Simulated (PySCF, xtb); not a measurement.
B(H)(F)(NMe2) (C₂H₇BFN), SMILES N(C)(C)BF. The values are those of a single conformer.

Harmonic wavenumbers (cm⁻¹) from GFN2-xTB (xtb) at its own minimum, in rising order: 164, 177, 232, 245, 344, 391, 514, 747, 865, 1022, 1053, 1088, 1092, 1140, 1193, 1229, 1411, 1416, 1467, 1471, 1480, 1485, 1528, 2638, 2933, 2938, 2955, 2962, 3049, 3056.

Task: What does B3LYP-D3(BJ)/def2-SVP in PySCF give at its own minimum? (Estimate from the structure and the level; the computed values follow.)

Result: 170, 206, 258, 259, 327, 388, 546, 858, 894, 1079, 1084, 1114, 1117, 1177, 1244, 1301, 1430, 1450, 1458, 1469, 1471, 1477, 1575, 2621, 2993, 3000, 3048, 3055, 3139, 3154. Paired by order, the mean absolute difference is 40 cm⁻¹ and the zero-point energies are 60.4 and 62.0 kcal/mol.
